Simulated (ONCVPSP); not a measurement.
## germanium, ONCV: configuration errors across variants

- Element: germanium (Ge)
- Generator: ONCVPSP 4.0.1
- Type: optimised norm-conserving Vanderbilt (ONCV)
- Functional: PBE
- Relativity: scalar-relativistic
- Frozen core: [Ar] 3d10
- Valence charge: 4
- Reference configuration: 4s2 4p2
- Partial waves: 4s: rc 1.45 bohr, ncon 4, nbas 8, qcut 3.6 1/bohr, 2 projectors, debl 0.5 Ha; 4p: rc 2.35 bohr, ncon 4, nbas 8, qcut 2.9 1/bohr, 2 projectors, debl 2.3 Ha; d scattering state at 0.21 Ha: rc 1.75 bohr, ncon 4, nbas 7, qcut 5.3 1/bohr, 2 projectors, debl 3.9 Ha
- Local potential: polynomial inside 1.35 bohr (lpopt 5, dvloc0 0 Ha)
- Core correction: Teter function, fcfact 4, rcfact 1.7

All-electron excitation energies from the reference (eV): (1) 4s2 4p1 7.444; (2) 4s2 4p0 22.884; (3) 4s1 4p0 57.675; (4) 4s1 4p2 16.161.

Errors AE − PS in meV (a dash: test not solved or not reliable):

```csv
change,(1),(2),(3),(4),bound ghosts,GHOST(+) flags above zero
base,-51,-318,-963,-57,none,s
p: rc 1.58,-50,-307,-928,-62,none,"s, p"
p: rc 1.78,-50,-307,-931,-61,none,s
p: rc 2.04,-50,-310,-942,-60,none,s
p: rc 2.24,-51,-316,-955,-58,none,s
p: rc 2.4,-51,-321,-969,-56,none,s
p: rc 2.68,-52,-329,-990,-54,none,s
p: rc 2.8,-53,-335,-999,-53,none,s
p: rc 3.02,-53,-337,-1007,-52,none,s
p: rc 3.38,-53,-335,-1001,-51,none,s
```

(1) Give the same row for: p: rc 3.18.

Answers

(1) -53, -337, -1007, -51; bound ghosts: none; GHOST(+) flags above zero: s.
